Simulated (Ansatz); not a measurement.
C8H20InN (`C[CH](C)[In]([CH](C)C)[N](C)C`). Total charge 0; spin multiplicity 1. Correlated methods include outer-core shells of In, which these sets cover unevenly. In takes the def2 core potential.

```
atom    x (Å)    y (Å)    z (Å)
  C1  -1.3628  -0.3295  -2.7180
  C2  -0.5262  -1.1532  -1.7467
  C3  -1.2336  -2.4453  -1.3636
 In4   0.0402   0.0418  -0.0137
  C5  -0.5638   0.0701   2.0806
  C6  -1.8773  -0.6590   2.3247
  C7   0.5477  -0.4764   2.9682
  N8   1.4522   1.4485  -0.4489
  C9   2.0603   1.6007  -1.7405
 C10   1.9561   2.3983   0.5024
 H11  -1.6013  -0.9110  -3.6188
 H12  -0.8520   0.5809  -3.0429
 H13  -2.3187  -0.0290  -2.2764
 H14   0.4226  -1.4037  -2.2347
 H15  -1.4813  -3.0368  -2.2553
 H16  -2.1748  -2.2515  -0.8398
 H17  -0.6242  -3.0786  -0.7131
 H18  -0.7025   1.1315   2.3156
 H19  -2.7017  -0.2416   1.7403
 H20  -2.1667  -0.6034   3.3828
 H21  -1.8040  -1.7212   2.0712
 H22   1.4885   0.0663   2.8428
 H23   0.7491  -1.5328   2.7623
 H24   0.2695  -0.4100   4.0286
 H25   1.6710   0.8645  -2.4487
 H26   3.1550   1.4715  -1.7012
 H27   1.8781   2.6002  -2.1699
 H28   1.4732   2.2758   1.4755
 H29   3.0432   2.2943   0.6580
 H30   1.7842   3.4388   0.1793
```

Q: Give the diagnostics of a CCSD(T)/def2-TZVPP run (frozen core, Ansatz). (Estimate.)

A: Computed: T1 = 0.0132, largest single amplitude 0.052, largest double 0.019, (T) share of the correlation energy 3.9 %, 10 CCSD cycles. The RHF solution is stable towards an unrestricted one. T1 lies under the customary mark of 0.02 for closed shells.
